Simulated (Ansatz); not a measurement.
Relaxation of a periodic cell of 13 atoms, LiTi$_{12}$ (host Ti, host structure hcp, interstitial Li), to a largest force component of 0.03 eV/Å in at most 60 steps.

These are results of DFT PBEsol, scalar-relativistic, plane waves, PAW (Ansatz 0.2.0), not measurements. Settings: cutoff 420 eV, k mesh 3x2x4, gaussian smearing 0.05 eV, no spin polarisation.

```xyz
13
Lattice="5.9000 0.0000 0.0000 -4.4250 7.6643 0.0000 0.0000 0.0000 4.6846" Properties=species:S:1:pos:R:3
Ti 0.000 0.000 0.000
Ti 0.000 1.703 2.342
Ti -1.475 2.555 0.000
Ti -1.475 4.258 2.342
Ti -2.950 5.110 0.000
Ti -2.950 6.813 2.342
Ti 2.950 0.000 0.000
Ti 2.950 1.703 2.342
Ti 1.475 2.555 0.000
Ti 1.475 4.258 2.342
Ti 0.000 5.110 0.000
Ti 0.000 6.813 2.342
Li 1.423 5.953 1.253
```

Problem. Where does it end, and by what steps?

Solution. The run converged. Limits of this set-up: coarse k mesh. After 7 steps the energy has fallen by 3.159 eV; Ti12 moved furthest, 0.39 Å.

| step | energy less start (eV) | largest force component (eV/Å) | accepted |
| --- | --- | --- | --- |
| 0 | 0.0000 | 2.837 | yes |
| 1 | -1.8408 | 1.162 | yes |
| 2 | -2.8657 | 0.545 | yes |
| 3 | -3.1249 | 0.182 | yes |
| 4 | -3.1444 | 0.138 | yes |
| 5 | -3.1539 | 0.104 | yes |
| 6 | -3.1587 | 0.043 | yes |
| 7 | -3.1593 | 0.013 | yes |

```xyz
13
Lattice="5.9000 0.0000 0.0000 -4.4250 7.6643 0.0000 0.0000 0.0000 4.6846" Properties=species:S:1:pos:R:3
Ti -0.010 0.297 -0.149
Ti -0.061 1.681 2.213
Ti -1.438 2.595 -0.193
Ti -1.502 4.315 2.011
Ti -2.767 4.968 -0.296
Ti -2.801 6.970 2.656
Ti 2.967 -0.058 0.340
Ti 2.907 1.666 2.546
Ti 1.530 2.573 0.143
Ti 1.475 3.952 2.505
Ti -0.155 4.955 -0.306
Ti -0.194 6.958 2.647
Li 1.470 5.957 1.188
```

Time of the run: 24 s on 4 threads of Intel(R) Xeon(R) Platinum 8488C (Sapphire Rapids), with other jobs on the host, peak memory 0.94 GiB.
